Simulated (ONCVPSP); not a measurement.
**Potentials for Fe (Z = 26) compared**

Generated with ld1.x 7.5 (TM, RRKJ, ultrasoft, PAW), atompaw 4.2 or ONCVPSP 4.0.1. The cutoff is in Ry: for ld1.x and atompaw files where the sum of valence levels is converged to 10 mRy in a Bessel basis, for ONCV files where the hardest occupied wave has 1 mHa per electron of residual kinetic energy. The error is the largest all-electron minus pseudo excitation energy over each file’s own four to seven test configurations (ionisations up to +4, promotions, holes and added fractions of an electron), all of which were solved. The labels leave out finer settings (local radius, basis sizes, second energies), which also bear on the numbers. Spin-polarised tests are not counted. The rows are a selection from randomly drawn settings: files with unsolved tests, undetermined cutoffs or missed reference levels are left out.

A true bound ghost makes a file unfit for plane-wave use even where its test errors are small: the radial tests pick states by their node count and pass the ghost by.

| potential | cutoff (Ry) | largest error (meV) | bound ghosts |
| --- | --- | --- | --- |
| ONCV, Wu-Cohen, scalar-relativistic, rc 2.55/1.90/1.70 (spd), local smoothed, core correction no, reference 3d7 4s1, qcut 2/3.5/11.1, projectors 2/1/2 | 83 | -61 | none |
| ONCV, LDA (Perdew-Wang 92), scalar-relativistic, rc 2.25/0.80/0.90 (spd), local smoothed, core correction no, reference 3p6 3d6 4s2, qcut 3.3/8.4/10.7, projectors 2/2/1 | 538 | +280 | s |
| ONCV, PBE, scalar-relativistic, rc 1.30/0.95/1.40 (spd), local smoothed, core correction yes, reference 3s2 3p6 3d7 4s1, qcut 11.8/8.4/11, projectors 2/3/1 | 93 | -7.8 | none |
| ONCV, PBE, scalar-relativistic, rc 1.30/0.95/0.95 (spd), local d, core correction yes, reference 3s2 3p6 3d7 4s1, qcut 7.4/8/16.1, projectors 2/2/0 | 203 | +14 | none |
| ONCV, LDA (Perdew-Wang 92), fully relativistic, rc 1.60/1.25/1.55 (spd), local smoothed, core correction no, reference 3s2 3p6 3d6 4s2, qcut 5.8/14.1/9.1, projectors 2/2/2 | 69 | -143 | none |
| ONCV, PBE, scalar-relativistic, rc 1.25/0.95/1.35/1.30 (spdf), local smoothed, core correction yes, reference 3s2 3p6 3d6.5 4s1.5, qcut 10.6/10.1/9.8/8.8, projectors 2/2/2/2 | 109 | -4.2 | none |
| ONCV, PBE, fully relativistic, rc 1.35/0.80/0.95 (spd), local smoothed, core correction no, reference 3s2 3p6 3d6 4s2, qcut 7.1/10.9/19.1, projectors 2/2/3 | 230 | +11 | none |

Question: Fill in the row for Fe: ONCV, PBE, scalar-relativistic, rc 1.55/1.05/0.95/1.25 (spdf), local smoothed, core correction yes, reference 3s2 3p6 3d6 4s1, qcut 9.9/14.6/15.4/8.8, projectors 2/2/2/3.

Answer: cutoff 187 Ry, largest error +12 meV, bound ghosts: none.

Question: Fill in the row for Fe: ONCV, PW91, scalar-relativistic, rc 2.65/2.30/0.95 (spd), local smoothed, core correction yes, reference 3d6 4s2, qcut 2.5/4.3/16.4, projectors 2/2/3.

Answer: cutoff 192 Ry, largest error -222 meV, bound ghosts: s.
